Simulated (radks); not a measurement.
Species: Os LIII. Configuration: [Ar] 3d6 (the NIST ground configuration).

All-electron calculation, Dirac Kohn-Sham, PBE, spin-unpolarised, spherical densities, point nucleus; open shells fill j = l - 1/2 first. Program: a radial shooting solver on a logarithmic mesh with Libxc functionals.

Energy parts (hartree):
total: -14939.4725
kinetic: 17232.5577
electron-nucleus: -34236.2133
Hartree: 2285.9056
exchange-correlation: -221.7225

Orbitals (lengths in bohr, moments of r in powers of bohr):
orbital,occ.,eigenvalue (hartree),<r^4>,small-component weight
1s1/2,2,-2829.856,5.115e-07,8.27e-02
2s1/2,2,-587.9046,0.00007404,1.90e-02
2p1/2,2,-568.5513,0.00004426,1.90e-02
2p3/2,4,-511.7683,0.00006564,1.71e-02
3s1/2,2,-215.2881,0.002324,6.81e-03
3p1/2,2,-207.2495,0.001990,6.74e-03
3p3/2,4,-193.6094,0.002592,6.23e-03
3d3/2,4,-181.2054,0.001617,6.06e-03
3d5/2,2,-178.1346,0.001750,5.92e-03
4s1/2,0,-109.4532,0.02928,3.26e-03
4p1/2,0,-105.9779,0.02814,3.21e-03
4p3/2,0,-101.0389,0.03401,3.04e-03
4d3/2,0,-95.88380,0.02938,2.92e-03
4d5/2,0,-94.75336,0.03094,2.88e-03

The highest occupied level is 3d5/2 at -4847.3 eV. For comparison, the ionisation energy in NIST's Atomic Spectra Database is 4917 eV (theoretical). In exact Kohn-Sham theory the highest level is minus the ionisation energy, but local and semilocal functionals leave it too shallow, through self-interaction and a potential that decays too fast; potentials with the right tail come closer.

Beside tabulated values, note that spin-unpolarised runs miss the spin-polarisation part of the exchange energy of open shells.
